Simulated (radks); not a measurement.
Excited configurations of Zr II: one electron is placed in a higher orbital outside [Kr] 4d2. The ground configuration is [Kr] 4d2 5s1. All-electron calculation, scalar-relativistic Kohn-Sham, PBEsol, spin-polarised, spherical densities, point nucleus; open shells are filled with parallel spins first (spin-orbit coupling, left out, can overturn this in heavy ions). Program: a radial shooting solver on a logarithmic mesh with Libxc functionals. Excitation = E - E(ground); binding = E(ion) - E, where the ion is the core of charge +2; n* = 2/sqrt(2 binding) in atomic units, and the quantum defect is n - n*.

4f: excitation (eV) 9.836; binding (eV) 3.647; quantum defect 0.137; eigenvalue (eV) -2.594; <r> (bohr) 8.262
5f: excitation (eV) 10.986; binding (eV) 2.497; quantum defect 0.332; eigenvalue (eV) -1.874; <r> (bohr) 14.03
6p: excitation (eV) 8.647; binding (eV) 4.836; quantum defect 2.645; eigenvalue (eV) -3.826; <r> (bohr) 8.456
6d: excitation (eV) 10.282; binding (eV) 3.201; quantum defect 1.877; eigenvalue (eV) -2.486; <r> (bohr) 12.04
6f: excitation (eV) 11.690; binding (eV) 1.793; quantum defect 0.491; eigenvalue (eV) -1.404; <r> (bohr) 21.13
7p: excitation (eV) 10.524; binding (eV) 2.959; quantum defect 2.711; eigenvalue (eV) -2.383; <r> (bohr) 14.08
7d: excitation (eV) 11.326; binding (eV) 2.157; quantum defect 1.977; eigenvalue (eV) -1.724; <r> (bohr) 18.68
7f: excitation (eV) 12.145; binding (eV) 1.338; quantum defect 0.623; eigenvalue (eV) -1.075; <r> (bohr) 29.61

The Delta-SCF ionisation energy is 13.483 eV (NIST Atomic Spectra Database: 13.130 eV, measured). Self-interaction in the functional shifts the binding energies and quantum defects, so they are the method's values and not measured ones. Open shells are spherical and high-spin; term and fine-structure splittings are not resolved.
